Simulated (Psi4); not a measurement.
COS, singlet, at a GFN2-xTB geometry; MP2/cc-pVDZ (Psi4).

Psi4 was given this input:
```
memory 2 GB

molecule mol {
0 1
O    -0.000000   -0.000000   -1.666869
C    -0.000000   -0.000000   -0.512825
S     0.000000    0.000000    1.025744
}

set {
  basis cc-pvdz
  reference rhf
}

energy('mp2')
print_variables()
```

The log (banner, timings and long lists left out):

```
    SCF Algorithm Type (re)set to DF.

   => Loading Basis Set <=

    Name: CC-PVDZ
    Role: ORBITAL
    Keyword: BASIS

         ---------------------------------------------------------
                                   SCF
               by Justin Turney, Rob Parrish, Andy Simmonett
                          and Daniel G. A. Smith
                              RHF Reference
         ---------------------------------------------------------

  ==> Geometry <==

    Molecular point group: c2v
    Full point group: C_inf_v

    Geometry (in Angstrom), charge = 0, multiplicity = 1:

       Center              X                  Y                   Z               Mass
    ------------   -----------------  -----------------  -----------------  -----------------
         O            0.000000000000     0.000000000000    -1.666532695581    15.994914619570
         C            0.000000000000     0.000000000000    -0.512488695581    12.000000000000
         S            0.000000000000     0.000000000000     1.026080304419    31.972071174400

  Running in c2v symmetry.

  Rotational constants: A = ************  B =      0.20751  C =      0.20751 [cm^-1]
  Rotational constants: A = ************  B =   6221.08970  C =   6221.08970 [MHz]
  Nuclear repulsion =   80.184093465617011

  Charge       = 0
  Multiplicity = 1
  Electrons    = 30
  Nalpha       = 15
  Nbeta        = 15

  ==> Algorithm <==

  SCF Algorithm Type is DF.
  DIIS enabled.
  MOM disabled.
  Fractional occupation disabled.
  Guess Type is SAD.
  Energy threshold   = 1.00e-08
  Density threshold  = 1.00e-08
  Integral threshold = 1.00e-12

  ==> Primary Basis <==

  Basis Set: CC-PVDZ
    Blend: CC-PVDZ
    Number of shells: 20
    Number of basis functions: 46
    Number of Cartesian functions: 49
    Spherical Harmonics?: true
    Max angular momentum: 2

   => Loading Basis Set <=

    Name: (CC-PVDZ AUX)
    Role: JKFIT
    Keyword: DF_BASIS_SCF

  ==> Integral Setup <==

  SCF_SUBTYPE=INCORE selected. In-core MEM_DF algorithm will be used.
  Using in-core AOs.

  ==> MemDFJK: Density-Fitted J/K Matrices <==

    J tasked:                   Yes
    K tasked:                   Yes
    wK tasked:                   No
    Algorithm:                 Core
    Schwarz Cutoff:           1E-12
    Mask sparsity (%):       0.0000
    Fitting Condition:        1E-10

   => Auxiliary Basis Set <=

  Basis Set: (CC-PVDZ AUX)
    Blend: CC-PVDZ-JKFIT
    Number of shells: 84
    Number of basis functions: 252
    Number of Cartesian functions: 292
    Spherical Harmonics?: true
    Max angular momentum: 3

  Minimum eigenvalue in the overlap matrix is 6.5141474681E-03.
  Reciprocal condition number of the overlap matrix is 1.9135798436E-03.
    Using symmetric orthogonalization.

  ==> Pre-Iterations <==

  SCF Guess: Superposition of Atomic Densities via on-the-fly atomic UHF (no occupation information).

   -------------------------
    Irrep   Nso     Nmo
   -------------------------
     A1        23      23
     A2         3       3
     B1        10      10
     B2        10      10
   -------------------------
    Total      46      46
   -------------------------

  ==> Iterations <==

                           Total Energy        Delta E     RMS |[F,P]|

   @DF-RHF iter SAD:  -509.72861424065388   -5.09729e+02   0.00000e+00
   @DF-RHF iter   1:  -510.23433950274432   -5.05725e-01   1.32235e-02 DIIS/ADIIS
   @DF-RHF iter   2:  -510.25558404704213   -2.12445e-02   1.09811e-02 DIIS/ADIIS
   @DF-RHF iter   3:  -510.28856689164155   -3.29828e-02   1.17603e-03 DIIS/ADIIS
   @DF-RHF iter   4:  -510.28950371856018   -9.36827e-04   5.23396e-04 DIIS/ADIIS
   @DF-RHF iter   5:  -510.28966176981135   -1.58051e-04   1.38909e-04 DIIS/ADIIS
   @DF-RHF iter   6:  -510.28968646181312   -2.46920e-05   4.29910e-05 DIIS
   @DF-RHF iter   7:  -510.28968835374411   -1.89193e-06   9.25450e-06 DIIS
   @DF-RHF iter   8:  -510.28968840641403   -5.26699e-08   2.04415e-06 DIIS
[...]
    ---------------------

    Doubly Occupied:

[...]
    Virtual:

[...]
      23A1     3.861702

    Final Occupation by Irrep:
             A1    A2    B1    B2
    DOCC [     9,    0,    3,    3 ]
    NA   [     9,    0,    3,    3 ]
    NB   [     9,    0,    3,    3 ]

  @DF-RHF Final Energy:  -510.28968840913058

   => Energetics <=

    Nuclear Repulsion Energy =             80.1840934656170106
    One-Electron Energy =                -862.3917700961197852
    Two-Electron Energy =                 271.9179882213721839
    Total Energy =                       -510.2896884091305765

Computation Completed

Properties will be evaluated at   0.000000,   0.000000,   0.000000 [a0]

Properties computed using the SCF density matrix

 Multipole Moments:

 ------------------------------------------------------------------------------------
     Multipole            Electronic (a.u.)      Nuclear  (a.u.)        Total (a.u.)
 ------------------------------------------------------------------------------------

 L = 1.  Multiply by 2.5417464519 to convert [e a0] to [Debye]
 Dipole X            :          0.0000000            0.0000000            0.0000000
 Dipole Y            :          0.0000000            0.0000000            0.0000000
 Dipole Z            :          0.2345829            0.0190695            0.2536524
 Magnitude           :                                                    0.2536524

 ------------------------------------------------------------------------------------

  //>>>>>>>>>>>>>>>>>>>>>>>>>>>>>>>>>>>//
  //               DFMP2               //
  //<<<<<<<<<<<<<<<<<<<<<<<<<<<<<<<<<<<//

   => Loading Basis Set <=

    Name: (CC-PVDZ AUX)
    Role: RIFIT
    Keyword: DF_BASIS_MP2

	 --------------------------------------------------------
	                          DF-MP2
	      2nd-Order Density-Fitted Moller-Plesset Theory

	        Rob Parrish, Justin Turney, Andy Simmonett,
	           Ed Hohenstein, and C. David Sherrill
	 --------------------------------------------------------

   => Auxiliary Basis Set <=

  Basis Set: (CC-PVDZ AUX)
    Blend: CC-PVDZ-RI
    Number of shells: 60
    Number of basis functions: 188
    Number of Cartesian functions: 222
    Spherical Harmonics?: true
    Max angular momentum: 3

	 --------------------------------------------------------
	                 NBF =    46, NAUX =   188
	 --------------------------------------------------------
	   CLASS    FOCC     OCC    AOCC    AVIR     VIR    FVIR
	   PAIRS       0      15      15      31      31       0
	 --------------------------------------------------------

	-----------------------------------------------------------
	 ==================> DF-MP2 Energies <====================
	-----------------------------------------------------------
	 Reference Energy          =    -510.2896884091305765 [Eh]
	 Singles Energy            =      -0.0000000000000000 [Eh]
	 Same-Spin Energy          =      -0.1259305763590760 [Eh]
	 Opposite-Spin Energy      =      -0.3203033634967015 [Eh]
	 Correlation Energy        =      -0.4462339398557775 [Eh]
	 Total Energy              =    -510.7359223489863780 [Eh]
	-----------------------------------------------------------
	 ================> DF-SCS-MP2 Energies <==================
	-----------------------------------------------------------
	 SCS Same-Spin Scale       =       0.3333333333333333 [-]
	 SCS Opposite-Spin Scale   =       1.2000000000000000 [-]
	 SCS Same-Spin Energy      =      -0.0419768587863587 [Eh]
	 SCS Opposite-Spin Energy  =      -0.3843640361960418 [Eh]
	 SCS Correlation Energy    =      -0.4263408949824005 [Eh]
	 SCS Total Energy          =    -510.7160293041129648 [Eh]
	-----------------------------------------------------------

  Variable Map:
  ----------------------------------------------------------------------------
[...]
  Array Variable Map:
  ----------------------------------------------------------------------------
[...]
[...]
```
